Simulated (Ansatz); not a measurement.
`C[O][Mg][Br]` + `O[SiH2]O` → `C[O][MgH]` + `O[SiH](O)Br`  (redistribution)

Isolated molecules relaxed with PBE0-D4/def2-TZVP in Ansatz; ΔE leaves out vibrations. CCSD(T)/CBS is the MP2 limit (def2-TZVPP, def2-QZVPP) plus CCSD(T) − MP2 in def2-TZVPP, frozen cores. DFT in def2-TZVPP. B3LYP here is the variant with VWN-RPA as its local correlation; programs differ in this. HSE06 is defined as in plane-wave codes. For Br, Mg outer-core shells are correlated without core-valence functions, which leaves a few kJ/mol of doubt a bond. Scalar relativity is left out up to krypton. One conformer a species, not always the lowest.

```tsv
level	ΔE (kcal/mol)	difference from CCSD(T)/CBS
LDA (SPW92)	18.6	-5.3
PBE-D4	20.2	-3.7
revPBE-D4	19.3	-4.6
BLYP-D4	20.8	-3.1
r2SCAN-D4	22.9	-1.0
PBE0-D4	21.9	-2.0
r2SCANh-D4	23.2	-0.7
r2SCAN0-D4	23.7	-0.2
HSE06-D4	22.0	-1.9
BHLYP-D4	24.1	0.2
CAM-B3LYP-D4	23.0	-0.9
ωB97X-V	23.0	-0.9
B2PLYP	24.4	0.5
PBE-QIDH	24.0	0.1
PBE	21.3	-2.6
BLYP	23.3	-0.6
PBE0	22.9	-1.0
B3LYP	24.2	0.3
r2SCANh	23.5	-0.4
r2SCAN0	24.0	0.1
HSE06	22.9	-1.0
BHLYP	25.7	1.8
CAM-B3LYP	24.0	0.1
LC-ωPBE	23.8	-0.1
RPA@PBE/def2-TZVPP	23.0	-0.9
HF/def2-SVP	29.6	5.7
MP2/def2-SVP	27.6	3.7
CCSD/def2-SVP	27.7	3.8
CCSD(T)/def2-SVP	27.3	3.4
HF/def2-TZVPP	28.2	4.3
MP2/def2-TZVPP	24.2	0.3
SCS-MP2/def2-TZVPP	24.8	0.9
CCSD/def2-TZVPP	24.5	0.6
CCSD(T)/def2-TZVPP	23.7	-0.2
HF/def2-QZVPP	28.5	4.6
MP2/def2-QZVPP	24.3	0.4
SCS-MP2/def2-QZVPP	25.0	1.1
HF/CBS(def2)	28.5	4.6
MP2/CBS(def2)	24.3	0.4
CCSD/CBS(def2)	24.6	0.7
CCSD(T)/CBS	23.9	0
```

Largest T1 diagnostic among the species: 0.011.

The D4 term adds −1.9 kcal/mol with B3LYP and −1.0 kcal/mol with PBE0; it sums over pairs of atoms, weighted by their polarisabilities, and B3LYP, whose exchange is more repulsive, gets the larger term. From BLYP to BHLYP (50 % exact exchange), in def2-TZVPP and without D4, ΔE moves by +2.4 kcal/mol.
